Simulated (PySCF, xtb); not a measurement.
C3H7NSi2, SMILES N1=CC(=C[SiH2]1)[SiH3].

xtb 6.7.1 with GFN2-xTB at its own geometry gives an orbital gap of 2.07 eV and a dipole moment of 1.82 D.

Geometry optimised at PBE0-D3(BJ)/def2-SVP. A frequency run showed that this geometry is not a minimum. This is a generated structure with no PubChem entry under its InChIKey; it may be hypothetical.

Question: What does PBE/def2-TZVP in PySCF give? (An estimate is asked for; the answer gives what the named calculation found.)

Answer: gap 2.87 eV (levels -6.04 and -3.18 eV), dipole 1.78 D.
